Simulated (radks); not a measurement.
The numbers below are computed, except where a source is named.
Question: All-electron atom: Au32+ in [Kr] 4d10 4f1 (the NIST ground configuration). Code: a radial shooting solver on a logarithmic mesh with Libxc functionals. Model: Dirac Kohn-Sham, relativistic LDA (MacDonald-Vosko exchange, VWN5 correlation), spin-unpolarised, spherical densities, finite nucleus; open shells fill j = l - 1/2 first; Fermi nuclear charge, rms radius 5.4371 fm. Some entries of the table are withheld. Estimate them.

orbital  occ.  eigenvalue (eV)  <r> (bohr)
1s1/2       2        -81228.64     0.01695
2s1/2       2        -15331.41     0.07078
2p1/2       2        -14764.37         (1)
2p3/2       4        -12955.01         (2)
3s1/2       2        -4540.453      0.1833
3p1/2       2        -4284.717      0.1734
3p3/2       4        -3881.352      0.1887
3d3/2       4        -3454.604      0.1642
3d5/2       6        -3367.539      0.1689
4s1/2       2        -1821.208      0.3854
4p1/2       2        -1710.517      0.3834
4p3/2       4        -1595.325      0.4093
4d3/2       4              (3)      0.4021
4d5/2       6              (4)      0.4096
4f5/2       1        -1167.587      0.3843
4f7/2       0        -1161.196      0.3875

Answer: 
(1) 2p1/2 <r> (bohr): 0.05823
(2) 2p3/2 <r> (bohr): 0.06674
(3) 4d3/2 eigenvalue (eV): -1414.144
(4) 4d5/2 eigenvalue (eV): -1390.436
